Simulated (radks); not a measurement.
Results of a calculation; reference values are marked as such.
Coulomb parameter of the 3d shell of the vanadium ion V2+ in the model configuration [Ar] 3d1.5 4s1.5, as a second difference U = [E(n + 0.5) + E(n - 0.5) - 2 E(n)] / (0.5)^2 with all orbitals relaxed. "Bare": the charge of the atom changes with n. "Screened": the 4s shell takes up the change at fixed total charge, which measures U(3d,3d) + U(4s,4s) - 2 U(3d,4s). Code: a radial shooting solver on a logarithmic mesh with Libxc functionals. Model: scalar-relativistic Kohn-Sham, PBE, spin-unpolarised, spherical densities, point nucleus.

[
 {"case": "start", "configuration": "[Ar] 3d1.5 4s1.5", "E - E(n) (eV)": "0.000"},
 {"case": "bare +0.5", "configuration": "[Ar] 3d2 4s1.5", "E - E(n) (eV)": "-12.874"},
 {"case": "bare -0.5", "configuration": "[Ar] 3d1 4s1.5", "E - E(n) (eV)": "16.931"},
 {"case": "screened +0.5", "configuration": "[Ar] 3d2 4s1", "E - E(n) (eV)": "-3.876"},
 {"case": "screened -0.5", "configuration": "[Ar] 3d1 4s2", "E - E(n) (eV)": "4.885"}
]

U(bare) = 16.228 eV, U(screened by 4s) = 4.036 eV, against the Slater integral F0(3d,3d) = 21.364 eV with frozen orbitals.
